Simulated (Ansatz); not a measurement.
Ga7Sb7H20⁻, a nanocrystal cut from zinc blende GaSb (hydrogen-capped). Charge -1, multiplicity 2. Geometry PBE-D4/def2-SVP, that of the neutral singlet.

```
atom   x (Å)   y (Å)   z (Å)
 Ga1   2.984  -1.595   2.535
 Ga2  -0.602   3.023  -2.874
 Ga3   0.574   1.989   1.563
 Ga4   1.808  -0.839  -1.673
 Ga5  -0.151  -4.201   0.454
 Ga6  -2.491  -0.555  -0.468
 Ga7  -1.420  -1.304   3.767
 Sb8   1.268   1.190  -3.403
 Sb9   2.400   0.305   0.642
Sb10   0.541  -2.718   2.589
Sb11   0.132   3.793  -0.425
Sb12  -2.684   1.454  -2.293
Sb13  -1.657   0.575   1.779
Sb14  -0.491  -2.095  -1.273
 H15   3.254  -0.761   3.850
 H16   4.027  -2.545   1.824
 H17  -0.827   4.151  -3.950
 H18   0.985   2.828   2.835
 H19   2.957  -1.692  -2.339
 H20   1.097  -4.980  -0.122
 H21  -1.604  -4.798   0.623
 H22  -3.913  -1.238  -0.415
 H23  -0.869  -0.491   5.005
 H24  -2.791  -2.087   3.723
 H25   2.664   2.096  -3.837
 H26   0.902   0.638  -4.990
 H27   3.746   1.315   0.274
 H28   0.793  -3.952   3.762
 H29   1.458   4.859  -0.674
 H30  -1.006   5.007   0.013
 H31  -3.971   2.544  -1.955
 H32  -3.279   0.929  -3.819
 H33  -2.862   1.757   2.120
 H34  -0.967  -2.602  -2.848
```

In the def2 sets Sb takes a core potential; there is no spin–orbit coupling. Single mean-field runs in def2-SVP are fitted with def2-universal-jkfit. At PBE-D4/def2-SVP, PBE0-D4/def2-SVP the highest occupied level of the charge -1 doublet lies above zero (up to 0.48 eV). By energy differences its removal costs 1.07 eV (vertical, to the charge 0 singlet, at PBE-D4/def2-SVP); self-interaction error and the lack of diffuse functions both raise the level. At PBE-D4/def2-SVP the gap within one spin of the charge -1 doublet nearly closes, so an electron or hole may be smeared out by delocalisation error.

Problem. Estimate the α-spin orbital energies around the gap (eV) in Ansatz with PBE-D4/def2-SVP, PBE0-D4/def2-SVP.

Solution. 
| orbital | PBE-D4/def2-SVP | PBE0-D4/def2-SVP |
| --- | --- | --- |
| HOMO−5 | -3.24 | -4.29 |
| HOMO−4 | -3.24 | -4.22 |
| HOMO−3 | -3.20 | -4.19 |
| HOMO−2 | -3.18 | -4.09 |
| HOMO−1 | -3.14 | -4.04 |
| HOMO | 0.48 | 0.20 |
| LUMO | 0.49 | 1.06 |
| LUMO+1 | 0.53 | 1.14 |
| LUMO+2 | 0.77 | 1.44 |
| LUMO+3 | 0.84 | 1.49 |
| LUMO+4 | 0.87 | 1.63 |
| LUMO+5 | 0.97 | 1.71 |
| β HOMO | -3.10 | -3.97 |
| β LUMO | 0.56 | 1.14 |
